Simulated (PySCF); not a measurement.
Run record: excited-state job, `C=C[C@@H]1C[C@H](F)C[C@@H]1OC(C)=O`.

Method: TDDFT PBE0/def2-SVPD, vertical, gas phase, core orbitals frozen in the response (PySCF 2.14.0, density-fitted response routines). Geometry: PBE0-D3(BJ)/def2-SVP. The input is one job of a driver script: a line of settings, then coordinates in Å.

Command:
```bash
OMP_NUM_THREADS=2 python probes_run.py task.json out
```

Input:
```
{"job": {"kind": "uv", "xc": "PBE0", "basis": "def2-SVPD", "ip": false}, "charge": 0, "multiplicity": 1}
C     -2.195890     2.341307     0.161446
C     -1.342174     1.368012     0.479440
C     -1.228577     0.060903    -0.233681
C     -1.465843    -1.177772     0.633764
C     -0.985455    -2.324621    -0.243720
F     -0.560611    -3.397471     0.506050
C      0.157061    -1.739161    -1.090127
C      0.158943    -0.230388    -0.835076
O      1.148525     0.078969     0.150229
C      2.165566     0.888981    -0.197764
C      3.088130     1.097882     0.966458
O      2.303407     1.363770    -1.292207
H     -2.890121     2.240895    -0.679401
H     -2.232965     3.276124     0.726580
H     -0.659556     1.504513     1.326485
H     -1.944099     0.052442    -1.075408
H     -2.504749    -1.285509     0.974997
H     -0.812886    -1.135299     1.520912
H     -1.803472    -2.690061    -0.888229
H      1.107053    -2.183351    -0.762718
H      0.035892    -1.964078    -2.159191
H      0.371570     0.370756    -1.728235
H      2.529658     1.510766     1.818816
H      3.502225     0.131209     1.288515
H      3.897255     1.777407     0.678107
```

Q: Give the output.

A: 
```
coarse grid: 21096 points
cycle   1  E = -599.7133102197  dE =  1.682e+00  |g| = 9.599e-01  |ddm| = 9.687e+00
cycle   2  E = -599.3923174427  dE =  3.210e-01  |g| = 1.635e+00  |ddm| = 4.149e+00
cycle   3  E = -599.8807808321  dE = -4.885e-01  |g| = 2.884e-01  |ddm| = 2.774e+00
cycle   4  E = -599.8963669671  dE = -1.559e-02  |g| = 8.891e-02  |ddm| = 5.066e-01
cycle   5  E = -599.8976151256  dE = -1.248e-03  |g| = 3.041e-02  |ddm| = 1.610e-01
cycle   6  E = -599.8978155061  dE = -2.004e-04  |g| = 5.214e-03  |ddm| = 7.177e-02
cycle   7  E = -599.8978204506  dE = -4.945e-06  |g| = 2.382e-03  |ddm| = 1.518e-02
final grid: 204728 points
cycle   8  E = -599.9972660410  dE = -6.040e-05  |g| = 1.384e-02  |ddm| = 2.976e-01
cycle   9  E = -599.9972130457  dE =  5.300e-05  |g| = 2.171e-02  |ddm| = 5.691e-02
cycle  10  E = -599.9973042770  dE = -9.123e-05  |g| = 2.628e-03  |ddm| = 3.246e-02
cycle  11  E = -599.9973056084  dE = -1.331e-06  |g| = 5.833e-04  |ddm| = 4.814e-03
cycle  12  E = -599.9973056636  dE = -5.520e-08  |g| = 2.241e-04  |ddm| = 1.406e-03
cycle  13  E = -599.9973056739  dE = -1.033e-08  |g| = 5.338e-05  |ddm| = 5.983e-04
cycle  14  E = -599.9973056745  dE = -5.739e-10  |g| = 2.395e-05  |ddm| = 2.287e-04
converged SCF energy = -599.9973056745

Static polarisability (au): isotropic 112.495, principal 98.689 117.317 121.478

Singlet excitations
state   eV       nm        f      main configurations
  1   5.9792    207.4   0.00094   H-1->L+1 0.88, H-1->L 0.08
  2   6.9043    179.6   0.02899   H->L+1 0.81, H->L 0.16
  3   7.1231    174.1   0.15079   H->L+2 0.54, H->L 0.30
  4   7.2024    172.1   0.19090   H->L 0.31, H->L+2 0.30, H-1->L 0.12
  5   7.2697    170.5   0.04479   H-1->L 0.74
  6   7.3294    169.2   0.01569   H->L+3 0.84
  7   7.6330    162.4   0.09933   H-2->L 0.64, H-3->L 0.10, H->L 0.09
  8   7.6717    161.6   0.03247   H-1->L+2 0.64, H-1->L+3 0.22
  9   7.8156    158.6   0.01024   H->L+4 0.65, H-2->L+1 0.15
 10   7.8389    158.2   0.11421   H-2->L+1 0.59, H-1->L+3 0.17, H->L+4 0.15

Triplet excitations (Tamm-Dancoff, eV): 4.3080 5.4205 6.0676 6.9494
```

The SCF starts on a coarse grid where the log names one; the energy can jump when the final grid takes over, and dE then counts from the start density on the new grid. H and L stand for HOMO and LUMO; the number after each pair is its weight.

Q: Which computed singlet has the largest oscillator strength, and what do all of them sum to?

A: State 4 at 7.20 eV (172 nm), f = 0.191; the 10 states sum to 0.688.

Q: Give S1 in cm⁻¹ and kJ/mol.

A: 5.9792 eV × 8065.54 = 48226 cm⁻¹; × 96.485 = 576.9 kJ/mol.

Main results: HOMO -7.65 eV, LUMO -0.05 eV; lowest singlet 5.98 eV; lowest triplet 4.31 eV (Tamm–Dancoff); mean polarisability 112.5 au.

Hardware: 2 threads, Intel Xeon 6975P-C (x86_64), on a shared host. Cost: 2.1 min wall, 4.6 min CPU (with the writing of density and orbital grids), 2.0 GiB resident at most.

One conformer stands for the species.
Labels such as C1 count atoms from 1, the log's own numbers from 0.
